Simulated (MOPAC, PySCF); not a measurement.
H₆B₃N, SMILES `BB(B)N`, neutral singlet in the gas phase. 

Cartesian coordinates (Å):
SMILES: BB(B)N
```xyz
10

B      1.3944    -0.7459    -0.0866
B     -0.0010     0.1728    -0.0081
B     -1.3862    -0.7498     0.1565
N     -0.0087     1.5739    -0.0737
H      1.8122    -1.1755    -1.1216
H      1.9891    -1.0783     0.8964
H     -1.7996    -1.0856     1.2274
H     -1.9769    -1.1789    -0.7907
H      0.8212     2.1349    -0.1727
H     -0.8446     2.1325    -0.0270
```
Charge 0, spin multiplicity 1.

All levels are single points at this geometry (B3LYP-D3(BJ)/def2-TZVP); Pople sets use spherical d functions. Orbital energies aren't observables, and empty levels follow the basis.

M06-2X/6-31G* in PySCF gives HOMO (eV) = -8.24.

Estimate the HOMO (eV) from each of these levels: B3LYP-D3(BJ)/def2-TZVP in PySCF; PBE-D3(BJ)/def2-TZVP in PySCF; B3LYP/3-21G in PySCF; PBE/6-31G* in PySCF; SVWN5/6-31G* in PySCF; HF/3-21G in PySCF; AM1 in MOPAC; PM6 in MOPAC.


```csv
level,HOMO (eV)
B3LYP-D3(BJ)/def2-TZVP in PySCF,-7.14
PBE-D3(BJ)/def2-TZVP in PySCF,-6.10
B3LYP/3-21G in PySCF,-6.94
PBE/6-31G* in PySCF,-5.78
SVWN5/6-31G* in PySCF,-5.84
HF/3-21G in PySCF,-10.20
AM1 in MOPAC,-9.36
PM6 in MOPAC,-8.88
```
